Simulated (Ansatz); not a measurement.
```yaml
crystal:
  periodic: [true, true, true]
  atoms:
    - {symbol: C, position_ang: [0.869475, -2.123829, -0.839190]}
    - {symbol: O, position_ang: [0.913506, -1.127730, 0.119399]}
    - {symbol: In, position_ang: [1.471791, 0.839050, -0.381014]}
    - {symbol: F, position_ang: [0.743828, 1.025627, -2.163560]}
    - {symbol: O, position_ang: [-0.280017, 1.191915, 0.836857]}
    - {symbol: C, position_ang: [-1.255713, 2.143613, 0.469757]}
    - {symbol: In, position_ang: [-0.789025, -0.846575, 1.299997]}
    - {symbol: F, position_ang: [-2.268140, -1.141289, 0.013475]}
    - {symbol: H, position_ang: [0.231038, -1.965850, -1.654775]}
    - {symbol: H, position_ang: [1.905693, -2.234776, -1.305602]}
    - {symbol: H, position_ang: [0.668286, -3.140089, -0.463819]}
    - {symbol: H, position_ang: [2.930848, 1.472995, 0.138907]}
    - {symbol: H, position_ang: [-1.972832, 2.211768, 1.282171]}
    - {symbol: H, position_ang: [-0.777922, 3.101213, 0.354418]}
    - {symbol: H, position_ang: [-1.719707, 1.849042, -0.476213]}
    - {symbol: H, position_ang: [-0.783234, -1.235997, 2.923849]}
basis:
  gaussian: {orbitals: def2-TZVP}
hamiltonian: {xc: {name: PBE-QIDH}}
```

```sh
$ ansatz run in.yaml --threads 2 --pin off --events-out ev --progress --plain --max-ram 32768MiB --backend cuda --devices 0, --max-vram 18GiB
```

(1) How does Ansatz answer? (An estimate is asked.)

Results:

(1) Computed: The program refused the input.
```
Error: YAML parse error: error: line 2 column 3: crystal: missing field `lattice` (a structure is typed as `lattice` and `atoms`, a molecule's as `atoms` in Å alone, or read from a run's directory, `checkpoint`)
 --> <input>:2:3
1 | crystal:
2 |   periodic: [true, true, true]
3 |   atoms:
4 |     - {symbol: C, position_ang: [0.869475, -2.123829, -0.839190]}
```
